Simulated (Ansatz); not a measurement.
Reaction (homolysis of the B–S bond): `NB(S)Cl` → `N[B]Cl`• + `[SH]`•

Isolated molecules relaxed with PBE0-D4/def2-TZVP in Ansatz; ΔE leaves out vibrations. CCSD(T)/CBS adds triple-zeta CCSD(T) − MP2 to the extrapolated MP2 energy (def2 sets, frozen cores). This one scheme is used for every species. Functionals use def2-TZVPP. No spin–orbit coupling; open shells (•) take unrestricted orbitals. One conformer a species, not always the lowest.

```json
{"level": "PBE-D4", "ΔE (kcal/mol)": "105.2", "difference from CCSD(T)/CBS": "-1.3"}
{"level": "BLYP-D4", "ΔE (kcal/mol)": "100.8", "difference from CCSD(T)/CBS": "-5.7"}
{"level": "r2SCAN-D4", "ΔE (kcal/mol)": "101.5", "difference from CCSD(T)/CBS": "-5.0"}
{"level": "r2SCAN0-D4", "ΔE (kcal/mol)": "100.7", "difference from CCSD(T)/CBS": "-5.8"}
{"level": "B2PLYP", "ΔE (kcal/mol)": "102.0", "difference from CCSD(T)/CBS": "-4.5"}
{"level": "CAM-B3LYP", "ΔE (kcal/mol)": "100.8", "difference from CCSD(T)/CBS": "-5.7"}
{"level": "RPA@PBE/def2-TZVPP", "ΔE (kcal/mol)": "98.0", "difference from CCSD(T)/CBS": "-8.5"}
{"level": "CCSD/def2-SVP", "ΔE (kcal/mol)": "99.1", "difference from CCSD(T)/CBS": "-7.4"}
{"level": "HF/def2-QZVPP", "ΔE (kcal/mol)": "75.5", "difference from CCSD(T)/CBS": "-31.0"}
{"level": "HF/CBS(def2)", "ΔE (kcal/mol)": "75.4", "difference from CCSD(T)/CBS": "-31.1"}
{"level": "CCSD(T)/CBS", "ΔE (kcal/mol)": "106.5", "difference from CCSD(T)/CBS": "0"}
```

Largest T1 diagnostic among the species: 0.014.

From r2SCAN to r2SCAN0 (25 % exact exchange), in def2-TZVPP and without D4, ΔE moves by −0.9 kcal/mol: exact exchange takes away binding that semilocal exchange gives to molecules. The D4 term adds +3.1 kcal/mol with B3LYP and +1.6 kcal/mol with PBE0; it sums over pairs of atoms, weighted by their polarisabilities, and B3LYP, whose exchange is more repulsive, gets the larger term. Leaving LDA and LC-ωPBE aside and taking each functional with its dispersion term where it has one, the values, not all of them listed here, spread over 7.4 kcal/mol, from BHLYP-D4 to ωB97M-V. LDA lies +16.2 kcal/mol from PBE without D4, its usual overbinding.

B3LYP here is the variant with VWN-RPA as its local correlation; programs differ in this.
